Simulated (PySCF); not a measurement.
**A small calculation by hand: oscillator strength and radiative lifetime**

C₃H₈FNSi, SMILES C/C=N/[C@H](F)[SiH3].

Geometry optimised at ωB97X-D3(BJ)/def2-SVP. The structure was generated by enumeration; whether it is a known compound was not checked. One conformer was computed; it need not be the lowest.

TDDFT-PBE/def2-SVPD (PySCF 2.14.0) puts the first singlet state with f over 0.02 at 6.00 eV (vertical), with the transition dipole (1.198, 0.364, -0.423) in atomic units.

Find the oscillator strength, the wavelength and the radiative lifetime that this transition would have in vacuum if emission retraced absorption.


|μ|² = 1.7466 au, so |μ| = 3.36 D. ΔE = 6.00/27.211 = 0.2205 hartree. f = (2/3) ΔE |μ|² = 0.257 (the program prints 0.257).
λ = 1239.84/6.00 = 207 nm; ν = 48393 cm⁻¹.
Einstein's coefficient A = 0.6670 ν² f s⁻¹ (ν in cm⁻¹) = 4.0e8 s⁻¹, so τ = 1/A = 2.5 ns. This state is S2; the lower singlet has f = 0.002. The figure is the radiative limit of this one transition; relaxation, internal conversion, crossing to triplets and a medium change what is measured.
